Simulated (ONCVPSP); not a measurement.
# An all-electron radial function and its pseudo partner (iridium)

Columns: radius, all-electron u(r) and pseudo u(r) of the 5s shell (level -106.30 eV) of iridium in the configuration [Kr] 4d10 4f14 5s2 5p6 5d7 6s1; PBE, scalar-relativistic, ONCV scheme, ONCVPSP 4.0.1.

```tsv
r (bohr)	all-electron	pseudo
0.125	0.4197	0.1808
0.250	-0.3161	0.3692
0.375	-0.6158	0.5646
0.500	0.0077	0.7542
0.625	0.6852	0.9171
0.750	1.0834	1.0308
0.875	1.2099	1.0787
1.000	1.1592	1.0548
1.125	1.0192	0.9662
1.250	0.8492	0.8323
1.375	0.6824	0.6799
1.500	0.5348	0.5346
1.625	0.4115	0.4114
1.750	0.3124	0.3123
1.875	0.2347	0.2347
2.000	0.1750	0.1749
2.125	0.1296	0.1295
2.250	0.0955	0.0954
2.375	0.0701	0.0700
2.500	0.0512	0.0512
2.625	0.0373	0.0373
2.750	0.0271	0.0271
2.875	0.0197	0.0197
3.000	0.0142	0.0142
3.125	0.0103	0.0103
3.250	0.0074	0.0074
```

(1) How many radial nodes do the two functions have?

(2) At about which radius was the pseudo-wave matched?

(3) Is the pseudo-wave norm-conserving?

## Answers

(1) The all-electron 5s function has n − l − 1 = 4 (the table is too coarse to show those close to the nucleus); the pseudo-wave has 0, since the states of the same l below it are removed with the core.

(2) 1.55 bohr, where the columns begin to agree (steps of 0.12 bohr).

(3) Yes: the ONCV scheme keeps the norm inside the radius equal to the all-electron one, which fixes the energy derivative of the logarithmic derivative at the level.
